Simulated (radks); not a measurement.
Dispersion coefficients C6 (hartree bohr^6) between ground-configuration atoms and ions, from the Casimir-Polder integral (3/pi) of alpha_A(iw) alpha_B(iw). Calculated with a radial shooting solver on a logarithmic mesh with Libxc functionals: non-relativistic Kohn-Sham, PBE, spin-polarised, spherical densities, point nucleus; open shells are filled with parallel spins first. Response by self-consistent Sternheimer equations with the Hartree and adiabatic LDA kernel. For heavy and open-shell atoms this level of theory can miss by tens of per cent.

| C6 | Cr | Cr+ | Cr2+ | Cr3+ | Cr4+ | Cr5+ | Cr6+ |
|---|---|---|---|---|---|---|---|
| Cr | 601.8 |  |  |  |  |  |  |
| Cr+ | 168.8 | 55.16 |  |  |  |  |  |
| Cr2+ | 69.86 | 26.10 | 13.69 |  |  |  |  |
| Cr3+ | 38.18 | 15.42 | 8.578 | 5.577 |  |  |  |
| Cr4+ | 25.24 | 10.62 | 6.089 | 4.039 | 2.960 |  |  |
| Cr5+ | 18.95 | 8.112 | 4.716 | 3.158 | 2.327 | 1.835 |  |
| Cr6+ | 15.48 | 6.660 | 3.887 | 2.610 | 1.926 | 1.520 | 1.260 |

Static polarisabilities (bohr^3): Cr ([Ar] 3d5 4s1) 72.13, Cr+ ([Ar] 3d5) 14.68, Cr2+ ([Ar] 3d4) 4.588, Cr3+ ([Ar] 3d3) 2.205, Cr4+ ([Ar] 3d2) 1.373, Cr5+ ([Ar] 3d1) 1.006, Cr6+ ([Ar]) 0.8165. The combination rule 2 Ca Cb / ((alpha_b/alpha_a) Ca + (alpha_a/alpha_b) Cb) gives 5.794 for Cr2+-Cr4+, against 6.089 from the integral.
